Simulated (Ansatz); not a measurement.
Nudged elastic band run: C2H6ClFMg

The input (input.yaml):

```yaml
crystal:
  periodic: [false, false, false]
  atoms:
    - { symbol: Mg, position_ang: [-0.822371, 1.133575, -0.931126] }
    - { symbol: C, position_ang: [0.62074, -0.208428, -0.683494] }
    - { symbol: C, position_ang: [0.611372, -0.958318, 0.675524] }
    - { symbol: Cl, position_ang: [-1.976273, 2.50378, -2.065704] }
    - { symbol: H, position_ang: [-0.959097, 0.549985, 1.306603] }
    - { symbol: F, position_ang: [-1.51554, 1.192595, 0.812141] }
    - { symbol: H, position_ang: [0.585404, -0.977787, -1.467557] }
    - { symbol: H, position_ang: [1.613753, 0.253058, -0.784845] }
    - { symbol: H, position_ang: [-0.32104, -1.524402, 0.831819] }
    - { symbol: H, position_ang: [0.734354, -0.27414, 1.535603] }
    - { symbol: H, position_ang: [1.428898, -1.689818, 0.771136] }
basis:
  gaussian: { orbitals: STO-3G }
hamiltonian:
  xc: pbe0
  dispersion: d4
neb:
  order_check: false
  images: 5
  f_tol: 0.03
  max_iterations: 60
  final_atoms:
    - { symbol: Mg, position_ang: [-1.50854154, 1.41761097, -0.35840973] }
    - { symbol: C, position_ang: [1.16877672, -0.29792541, -0.38368194] }
    - { symbol: C, position_ang: [0.10515007, -0.80493341, 0.61247862] }
    - { symbol: Cl, position_ang: [-3.3038227, 1.20749084, 0.72357464] }
    - { symbol: H, position_ang: [0.76941678, 0.62003694, -0.90355956] }
    - { symbol: F, position_ang: [-0.19795827, 1.80846471, -1.34318366] }
    - { symbol: H, position_ang: [1.39465083, -1.07575602, -1.12273568] }
    - { symbol: H, position_ang: [2.09473507, -0.05156946, 0.14872764] }
    - { symbol: H, position_ang: [-0.83387684, -1.07205626, 0.09929724] }
    - { symbol: H, position_ang: [-0.12350898, -0.0468234, 1.37966876] }
    - { symbol: H, position_ang: [0.43517886, -1.70443951, 1.14792369] }
  initial_path:
    images:
      - { positions_ang: [[-0.822371, 1.133575, -0.931126], [0.62074, -0.208428, -0.683494], [0.611372, -0.958318, 0.675524], [-1.976273, 2.50378, -2.065704], [-0.959097, 0.549985, 1.306603], [-1.51554, 1.192595, 0.812141], [0.585404, -0.977787, -1.467557], [1.613753, 0.253058, -0.784845], [-0.32104, -1.524402, 0.831819], [0.734354, -0.27414, 1.535603], [1.428898, -1.689818, 0.771136]] }
      - { positions_ang: [[-0.96691837, 1.23604355, -0.89904644], [0.67393433, -0.10272802, -0.50899866], [0.48864578, -1.02827309, 0.60809864], [-2.21808472, 1.85254036, -2.08503123], [-0.56864413, 0.75682378, 1.05274531], [-1.1007917, 1.48403371, 0.94146259], [0.68948104, -0.65927016, -1.39281547], [1.66574312, 0.28330944, -0.44428735], [-0.44981489, -1.50466297, 0.5608467], [0.51806186, -0.52680193, 1.53819423], [1.26858769, -1.79091468, 0.62893168]] }
      - { positions_ang: [[-1.11146575, 1.3385121, -0.86696687], [0.72712867, 0.00297196, -0.33450332], [0.36591955, -1.09822817, 0.54067327], [-2.45989643, 1.20130072, -2.10435846], [-0.17819126, 0.96366256, 0.79888763], [-0.6860434, 1.77547242, 1.07078417], [0.79355808, -0.34075332, -1.31807393], [1.71773323, 0.31356087, -0.1037297], [-0.57858979, -1.48492393, 0.28987439], [0.30176972, -0.77946385, 1.54078546], [1.10827737, -1.89201135, 0.48672737]] }
      - { positions_ang: [[-1.25601312, 1.44098065, -0.83488731], [0.780323, 0.10867193, -0.16000799], [0.24319333, -1.16818326, 0.47324791], [-2.70170815, 0.55006108, -2.12368569], [0.21226162, 1.17050134, 0.54502994], [-0.27129511, 2.06691113, 1.20010576], [0.89763512, -0.02223648, -1.2433324], [1.76972335, 0.34381231, 0.23682795], [-0.70736468, -1.4651849, 0.01890209], [0.08547758, -1.03212578, 1.54337669], [0.94796706, -1.99310803, 0.34452305]] }
      - { positions_ang: [[-1.34018926, 1.43319075, -0.67606145], [0.90980757, -0.02686051, -0.23456597], [0.19717891, -1.04709998, 0.51965815], [-2.902413, 0.76920433, -1.17459891], [0.39798001, 0.98701321, 0.06216677], [-0.24684949, 1.98076232, 0.35234262], [1.06330702, -0.37340966, -1.20313349], [1.87806059, 0.21201839, 0.20746118], [-0.7495354, -1.33414202, 0.04570047], [0.0158154, -0.70369165, 1.48880738], [0.77703766, -1.89688519, 0.61232326]] }
      - { positions_ang: [[-1.4243654, 1.42540086, -0.51723559], [1.03929214, -0.16239296, -0.30912396], [0.15116449, -0.92601669, 0.56606839], [-3.10311785, 0.98834759, -0.22551214], [0.58369839, 0.80352507, -0.4206964], [-0.22240388, 1.89461352, -0.49542052], [1.22897892, -0.72458284, -1.16293458], [1.98639783, 0.08022446, 0.17809441], [-0.79170612, -1.20309914, 0.07249885], [-0.05384679, -0.37525752, 1.43423807], [0.60610826, -1.80066235, 0.88012348]] }
      - { positions_ang: [[-1.50854154, 1.41761097, -0.35840973], [1.16877672, -0.29792541, -0.38368194], [0.10515007, -0.80493341, 0.61247862], [-3.3038227, 1.20749084, 0.72357464], [0.76941678, 0.62003694, -0.90355956], [-0.19795827, 1.80846471, -1.34318366], [1.39465083, -1.07575602, -1.12273568], [2.09473507, -0.05156946, 0.14872764], [-0.83387684, -1.07205626, 0.09929724], [-0.12350898, -0.0468234, 1.37966876], [0.43517886, -1.70443951, 1.14792369]] }
```

Launched with:

```bash
$ ansatz run input.yaml --threads 1 --pin off --max-ram 2048MiB --backend cpu --events-out ev --progress --plain --runs-dir out
```

Output, in part (warnings, iteration lines, the closing report on the highest movable image, with atoms numbered from 0):

```
NEB end point (image 0): max|allowed force component| = 5.270e-3 eV/Å (the criterion of neb.relax_end_points is 1.000e-2)
NEB end point (image 6): max|allowed force component| = 1.506e-2 eV/Å (the criterion of neb.relax_end_points is 1.000e-2)
NEB iter   1: max|band force component| = 3.517e1 eV/Å  barrier→ = 7.7458 eV  barrier← = 8.3179 eV  Δτ_max = 0.2000 Å  (153 SCF iters)
NEB iter   2: max|band force component| = 1.571e1 eV/Å  barrier→ = 2.7167 eV  barrier← = 3.2888 eV  Δτ_max = 0.1989 Å  (125 SCF iters)
NEB iter   3: max|band force component| = 6.952e0 eV/Å  barrier→ = 0.3885 eV  barrier← = 0.9606 eV  Δτ_max = 0.1930 Å  (121 SCF iters)
NEB iter   4: max|band force component| = 2.686e0 eV/Å  barrier→ = 0.2274 eV  barrier← = 0.7995 eV  Δτ_max = 0.1986 Å  (123 SCF iters)
NEB iter   5: max|band force component| = 1.070e0 eV/Å  barrier→ = 0.2152 eV  barrier← = 0.7873 eV  Δτ_max = 0.1718 Å  (121 SCF iters)
NEB iter   6: max|band force component| = 7.784e-1 eV/Å  barrier→ = 0.1674 eV  barrier← = 0.7395 eV  Δτ_max = 0.1956 Å  (120 SCF iters)
NEB iter   7: max|band force component| = 7.459e-1 eV/Å  barrier→ = 0.1624 eV  barrier← = 0.7345 eV  Δτ_max = 0.1754 Å  (123 SCF iters)
NEB iter   8: max|band force component| = 4.151e-1 eV/Å  barrier→ = 0.1548 eV  barrier← = 0.7269 eV  CI = image 2  Δτ_max = 0.1979 Å  (121 SCF iters)
NEB iter   9: max|band force component| = 4.266e-1 eV/Å  barrier→ = 0.1616 eV  barrier← = 0.7336 eV  CI = image 2  Δτ_max = 0.1001 Å  (116 SCF iters)
NEB iter  10: max|band force component| = 2.949e-1 eV/Å  barrier→ = 0.1599 eV  barrier← = 0.7319 eV  CI = image 2  Δτ_max = 0.1003 Å  (118 SCF iters)
NEB iter  11: max|band force component| = 1.661e-1 eV/Å  barrier→ = 0.1573 eV  barrier← = 0.7294 eV  CI = image 2  Δτ_max = 0.2000 Å  (117 SCF iters)
NEB iter  12: max|band force component| = 1.437e-1 eV/Å  barrier→ = 0.1512 eV  barrier← = 0.7233 eV  CI = image 2  Δτ_max = 0.1636 Å  (124 SCF iters)
NEB iter  13: max|band force component| = 1.249e-1 eV/Å  barrier→ = 0.1524 eV  barrier← = 0.7245 eV  CI = image 2  Δτ_max = 0.1378 Å  (123 SCF iters)
NEB iter  14: max|band force component| = 5.007e-2 eV/Å  barrier→ = 0.1543 eV  barrier← = 0.7264 eV  CI = image 2  Δτ_max = 0.0722 Å  (124 SCF iters)
NEB iter  15: max|band force component| = 4.492e-2 eV/Å  barrier→ = 0.1542 eV  barrier← = 0.7263 eV  CI = image 2  Δτ_max = 0.0972 Å  (116 SCF iters)
NEB iter  16: max|band force component| = 3.451e-2 eV/Å  barrier→ = 0.1542 eV  barrier← = 0.7263 eV  CI = image 2  Δτ_max = 0.0898 Å  (112 SCF iters)
NEB iter  17: max|band force component| = 2.862e-2 eV/Å  barrier→ = 0.1542 eV  barrier← = 0.7263 eV  CI = image 2  Δτ_max = 0.0000 Å  (215 SCF iters)
Total energy: -22578.41882512 eV, -829.7415876212 hartree
Atom 0 at    -1.086106     1.071838    -0.661490 Å, force    -0.001365    -0.008576    -0.003772 eV/Å
Atom 1 at     0.686186     0.091709    -0.173780 Å, force    -0.004044     0.002308    -0.017057 eV/Å
Atom 2 at     0.289290    -1.250944     0.492269 Å, force     0.000974    -0.000583     0.001732 eV/Å
Atom 3 at    -2.790746     1.001028    -1.895760 Å, force    -0.000540     0.001123     0.000184 eV/Å
Atom 4 at     0.239762     1.429067     0.544084 Å, force    -0.003504     0.010616     0.007909 eV/Å
Atom 5 at    -0.505174     2.194603     0.620686 Å, force     0.007794    -0.003596     0.000507 eV/Å
Atom 6 at     0.976544    -0.119977    -1.217318 Å, force    -0.001442    -0.000842     0.007557 eV/Å
Atom 7 at     1.645102     0.397533     0.277576 Å, force     0.003089     0.002356     0.003979 eV/Å
Atom 8 at    -0.583960    -1.710235     0.005546 Å, force    -0.000260     0.000144    -0.000378 eV/Å
Atom 9 at     0.030990    -1.109561     1.551489 Å, force     0.000325    -0.000329    -0.001178 eV/Å
Atom 10 at     1.098312    -1.994961     0.456796 Å, force    -0.001026    -0.002622     0.000518 eV/Å
Dipole moment:     0.647987     0.147128     0.489192 e Å
```

The forces met the threshold. A vibrational analysis at the climbing image gives one clearly imaginary mode, 198i cm⁻¹: a first-order saddle point. The orbitals stay closed-shell, which can raise the energy where a bond breaks towards radicals; this wasn't checked here. Limits of this set-up: minimal basis.

Final band (atoms are numbered from 1 in the order of the input):

```
image  path coordinate (Å)  energy (eV)  Mg1–C2 (Å)  H5–F6 (Å)  C2–H5 (Å)
    0                 0.00        0.000        1.99       0.98       2.65
    1                 1.94        0.034        1.98       0.98       2.58
    2                 3.89        0.154        2.08       1.07       1.58
    3                 4.97       -0.457        2.97       1.59       1.13
    4                 6.06       -0.534        3.35       1.60       1.13
    5                 7.14       -0.563        3.25       1.60       1.13
    6                 8.23       -0.572        3.18       1.59       1.13
```

Run time: 4 min on 1 thread of Intel(R) Xeon(R) Platinum 8259CL CPU @ 2.50GHz (Skylake/Cascade Lake), with other jobs on the host, peak memory 0.18 GiB.
